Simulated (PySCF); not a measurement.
## Vibration and rotation of HfCl⁺

UHF-CCSD(T) constants of HfCl⁺, ³Δ (triplet), unpaired electrons σ ↑, δ ↑ (PySCF, scalar-relativistic core potentials, basis sets Hf def2-TZVPPD with ECP60, Cl def2-TZVPPD; masses 179.9465 and 34.9689 u):

- ωe: 446.0 cm⁻¹
- ωexe: 0.989 cm⁻¹
- Be: 0.11446 cm⁻¹
- αe: 0.000360 cm⁻¹

What force constant and bond length do these constants imply?

Reduced mass μred = 29.279 u; k = 5.8918×10⁻⁷·μred·ωe² (u, cm⁻¹, mdyn/Å) = 3.43 mdyn/Å; Re = √(16.8576/(μred·Be)) (u, cm⁻¹, Å) = 2.243 Å.

Estimate the centrifugal constant D from the Kratzer relation and find the Dunham coefficient a1.

D = 4Be³/ωe² = 3.02e-08 cm⁻¹; a1 = −1 − αeωe/(6Be²) = -3.04.

Correlated steps freeze 5 core orbitals. Spin–orbit coupling is left out, which matters for elements this heavy, above all for dissociation energies. The state is the lowest single determinant that the PBE0 search found; with open d or f shells the true ground state can be another one.
